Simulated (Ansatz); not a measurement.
Relaxation of Te₄Pb₄ with RKS PBE-D4/def2-SVP.

```sh
$ ansatz run in.yaml --threads 4 --pin off --events-out ev --progress --plain --max-ram 6963MiB
```

```yaml
crystal:
  periodic: [false, false, false]
  atoms:
    - {symbol: Pb, position_ang: [1.148020, 2.092740, 0.985890]}
    - {symbol: Pb, position_ang: [-2.507710, 0.489670, -0.384730]}
    - {symbol: Pb, position_ang: [1.109790, -0.611730, -2.249700]}
    - {symbol: Pb, position_ang: [0.249080, -1.970760, 1.648770]}
    - {symbol: Te, position_ang: [-0.244130, 1.930790, -1.609200]}
    - {symbol: Te, position_ang: [-1.121230, -2.049470, -0.962610]}
    - {symbol: Te, position_ang: [2.453910, -0.481390, 0.373630]}
    - {symbol: Te, position_ang: [-1.087720, 0.600150, 2.197950]}
basis:
  gaussian: {orbitals: def2-SVP}
hamiltonian: {xc: pbe, dispersion: d4}
scf: {lower_state_search: "off"}
output: {orbitals: {seedname: orbitals}}
relax: {f_tol: 0.03, max_steps: 70}
```

Run time 13 s (4 threads of Arm Neoverse V2 on a shared host).

Positions (Å) and forces (eV/Å) at steps 1, 2, 3 of 3:

```xyz
8
step=1 energy=-50181.5037 eV
Pb    1.148    2.093    0.986    0.257    0.458    0.214
Pb   -2.508    0.490   -0.385   -0.549    0.106   -0.085
Pb    1.110   -0.612   -2.250    0.242   -0.129   -0.487
Pb    0.249   -1.971    1.649    0.057   -0.433    0.357
Te   -0.244    1.931   -1.609   -0.134    1.082   -0.911
Te   -1.121   -2.049   -0.963   -0.629   -1.151   -0.540
Te    2.454   -0.481    0.374    1.371   -0.269    0.208
Te   -1.088    0.600    2.198   -0.616    0.337    1.244
8
step=2 energy=-50182.0245 eV
Pb    1.160    2.114    0.995   -0.161   -0.289   -0.137
Pb   -2.533    0.495   -0.389    0.348   -0.067    0.055
Pb    1.121   -0.617   -2.272   -0.152    0.084    0.309
Pb    0.252   -1.991    1.665   -0.035    0.271   -0.228
Te   -0.262    2.079   -1.734    0.001   -0.004    0.002
Te   -1.207   -2.207   -1.036    0.001    0.004    0.002
Te    2.641   -0.518    0.402   -0.005    0.002    0.001
Te   -1.171    0.646    2.368    0.003   -0.002   -0.004
8
step=3 energy=-50182.0886 eV
Pb    1.115    2.034    0.958    0.006    0.012    0.005
Pb   -2.436    0.476   -0.373   -0.014    0.003   -0.002
Pb    1.079   -0.594   -2.187    0.007   -0.004   -0.013
Pb    0.242   -1.916    1.602    0.001   -0.012    0.009
Te   -0.267    2.120   -1.769    0.002   -0.013    0.010
Te   -1.231   -2.250   -1.057    0.006    0.014    0.006
Te    2.692   -0.528    0.410   -0.016    0.004   -0.002
Te   -1.194    0.658    2.415    0.008   -0.004   -0.014
```

In the def2 sets Pb, Te take a core potential; there is no spin–orbit coupling. The structure comes from a short search, and lower isomers may exist.
